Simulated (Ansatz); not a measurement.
H3Si2, SMILES [SiH][SiH2] (connectivity only; charge and spin as stated), neutral, multiplicity 2.

Coordinates come from a ωB97X-D3(BJ)/def2-TZVP optimisation. The isomer is the one that the SMILES or the coordinates give; other isomers of the formula were not compared.

Two levels are set side by side: PBE/def2-TZVPD (Ansatz, a quantum-chemistry and plane-wave program) and PBE0/def2-TZVPD (Ansatz). Energy differences of separate SCF runs at the same geometry; the states with an electron removed or added have multiplicity 3 and 1. Differences are taken from unrounded values.

```
quantity                         PBE0   PBE  PBE minus PBE0
-------------------------------  ----  ----  --------------
vertical ionisation energy (eV)  8.61  8.60           -0.01
vertical electron affinity (eV)  2.03  2.11            0.08
```
